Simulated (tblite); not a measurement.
Species: C5H11ClGe.
Numbering: `[Cl:1][CH2:2][C@H:3]1[CH2:4][CH2:5][GeH2:6][CH2:7]1` (hydrogens: H8, H9 on C2; H10 on C3; H11, H12 on C4; H13, H14 on C5; H15, H16 on Ge6; H17, H18 on C7)

Computed with GFN2-xTB (tblite), gas phase: L-BFGS steps from a force-field or distance-geometry start until the largest atomic force falls under 0.01 eV/Å.

Step 19: E = -619.9156 eV
```
atom  x, y, z in Å  |  force x, y, z in eV/Å
Cl1     2.7824   -1.6290   -0.9556    0.039  -0.019  -0.040
C2      2.1593   -0.1919   -0.1016   -0.010   0.003  -0.029
C3      0.6925    0.0564   -0.4178   -0.055   0.004   0.020
C4     -0.1722   -1.1559   -0.0541   -0.028   0.041   0.031
C5     -1.6512   -0.8158   -0.2213   -0.041   0.012  -0.014
Ge6    -1.7823    1.0624    0.3969    0.004   0.000  -0.010
C7      0.1904    1.2769    0.3627    0.000   0.020   0.003
H8      2.3049   -0.3756    0.9641    0.004   0.001  -0.014
H9      2.7789    0.6440   -0.4237    0.021   0.051   0.039
H10     0.5928    0.2469   -1.4932   -0.039  -0.010   0.057
H11     0.1077   -2.0089   -0.6738   -0.028  -0.020   0.051
H12     0.0164   -1.4127    0.9909    0.046  -0.018   0.012
H13    -1.9451   -0.8903   -1.2677    0.003   0.009  -0.032
H14    -2.2714   -1.5086    0.3425   -0.027  -0.031  -0.020
H15    -2.5406    1.9885   -0.5176    0.037  -0.020  -0.018
H16    -2.3853    1.2637    1.7635    0.037  -0.024  -0.011
H17     0.5344    2.2043   -0.0872    0.029   0.032  -0.042
H18     0.5797    1.2522    1.3814    0.009  -0.031   0.018
```

Step 20: E = -619.9166 eV
```
atom  x, y, z in Å  |  force x, y, z in eV/Å
Cl1     2.7844   -1.6238   -0.9598    0.050  -0.033  -0.050
C2      2.1604   -0.1915   -0.1023   -0.037   0.040  -0.012
C3      0.6917    0.0545   -0.4168   -0.042   0.001   0.035
C4     -0.1727   -1.1574   -0.0515   -0.046   0.009   0.025
C5     -1.6526   -0.8151   -0.2213   -0.017  -0.008  -0.010
Ge6    -1.7838    1.0638    0.3971    0.048  -0.026  -0.022
C7      0.1900    1.2763    0.3626    0.016   0.027   0.002
H8      2.3083   -0.3760    0.9633   -0.003  -0.001  -0.024
H9      2.7755    0.6495   -0.4220    0.019   0.029   0.036
H10     0.5914    0.2420   -1.4926   -0.041  -0.001   0.058
H11     0.1072   -2.0124   -0.6714   -0.044   0.022   0.076
H12     0.0148   -1.4157    0.9941    0.040  -0.001  -0.014
H13    -1.9416   -0.8880   -1.2699   -0.003   0.006  -0.009
H14    -2.2758   -1.5082    0.3407   -0.007  -0.013  -0.042
H15    -2.5392    1.9895   -0.5186    0.027  -0.012  -0.022
H16    -2.3838    1.2647    1.7637    0.027  -0.021   0.000
H17     0.5365    2.2034   -0.0884    0.015   0.006  -0.026
H18     0.5807    1.2506    1.3815   -0.004  -0.025  -0.002
```

Step 21: E = -619.9179 eV
```
atom  x, y, z in Å  |  force x, y, z in eV/Å
Cl1     2.7876   -1.6182   -0.9655    0.050  -0.024  -0.050
C2      2.1610   -0.1902   -0.1034   -0.051   0.063   0.006
C3      0.6900    0.0524   -0.4151   -0.011  -0.002   0.043
C4     -0.1743   -1.1589   -0.0479   -0.050  -0.026   0.019
C5     -1.6548   -0.8145   -0.2216    0.012  -0.026  -0.004
Ge6    -1.7849    1.0652    0.3969    0.083  -0.045  -0.028
C7      0.1898    1.2763    0.3625    0.031   0.027   0.002
H8      2.3122   -0.3764    0.9618   -0.013  -0.006  -0.032
H9      2.7719    0.6565   -0.4190    0.007  -0.004   0.026
H10     0.5886    0.2363   -1.4909   -0.043   0.010   0.044
H11     0.1058   -2.0163   -0.6670   -0.055   0.059   0.090
H12     0.0138   -1.4192    0.9978    0.024   0.020  -0.028
H13    -1.9374   -0.8851   -1.2727   -0.008   0.003   0.017
H14    -2.2814   -1.5081    0.3377    0.011   0.006  -0.062
H15    -2.5368    1.9904   -0.5205    0.017  -0.004  -0.024
H16    -2.3813    1.2653    1.7640    0.016  -0.016   0.008
H17     0.5395    2.2027   -0.0903   -0.002  -0.026  -0.004
H18     0.5819    1.2482    1.3816   -0.019  -0.010  -0.022
```

**Question.** Estimate the geometry and energy of step 22. (The exact step hangs on the optimiser's Hessian estimate; all steps are aligned on step 21, rigid shifts and turns removed.)

**Answer.** E = -619.9194 eV, largest force 0.123 eV/Å
```
atom  x, y, z in Å  |  force x, y, z in eV/Å
Cl1     2.7920   -1.6118   -0.9733    0.038   0.010  -0.038
C2      2.1608   -0.1878   -0.1048   -0.043   0.054   0.016
C3      0.6875    0.0499   -0.4124    0.026  -0.004   0.036
C4     -0.1769   -1.1607   -0.0430   -0.033  -0.045   0.014
C5     -1.6571   -0.8141   -0.2219    0.037  -0.032   0.003
Ge6    -1.7847    1.0660    0.3961    0.091  -0.047  -0.025
C7      0.1900    1.2766    0.3624    0.036   0.015   0.002
H8      2.3165   -0.3772    0.9594   -0.025  -0.013  -0.034
H9      2.7679    0.6650   -0.4148   -0.012  -0.038   0.009
H10     0.5841    0.2298   -1.4880   -0.046   0.022   0.020
H11     0.1031   -2.0201   -0.6601   -0.056   0.073   0.081
H12     0.0131   -1.4230    1.0019    0.000   0.040  -0.022
H13    -1.9324   -0.8816   -1.2757   -0.013  -0.002   0.036
H14    -2.2881   -1.5081    0.3329    0.023   0.019  -0.072
H15    -2.5334    1.9912   -0.5236    0.010  -0.002  -0.019
H16    -2.3776    1.2653    1.7645    0.007  -0.010   0.006
H17     0.5432    2.2017   -0.0927   -0.014  -0.051   0.016
H18     0.5831    1.2452    1.3814   -0.028   0.011  -0.030
```

The energy changes by -0.0015 eV. The first-order estimate −F·Δx gives -0.0021 eV and the mean of the old and new forces, exact on a quadratic surface, -0.0015 eV. The step makes an angle of 71° with the force vector and moves no atom by more than 0.011 Å.

The cost below is that of the whole relaxation. The run took 0.69 s of wall time on an Arm Neoverse N1 with one thread, shared host with 64 logical CPUs at a one-minute load of 54.
